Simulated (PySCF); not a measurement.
A structure optimised at r2SCAN-D4/def2-SVP, used in a PySCF frequency run:

```xyz
10

O      2.0705     0.5055     0.0000
Si     0.7030    -0.4136     0.0000
N     -0.4341    -0.0715     1.3479
C     -1.5415     0.1904     0.7664
C     -1.5415     0.1904    -0.7664
N     -0.4341    -0.0715    -1.3479
H      1.9752     1.4652     0.0000
H      1.1357    -1.8265     0.0000
H     -2.4702     0.4119     1.3260
H     -2.4702     0.4119    -1.3260
```

Write its SMILES, formula and point group.

O[SiH]1N=CC=N1, C2H4N2OSi, Cs

What are its rotational constants (standard atomic weights)?

5.9938, 2.8376, 2.1889 GHz
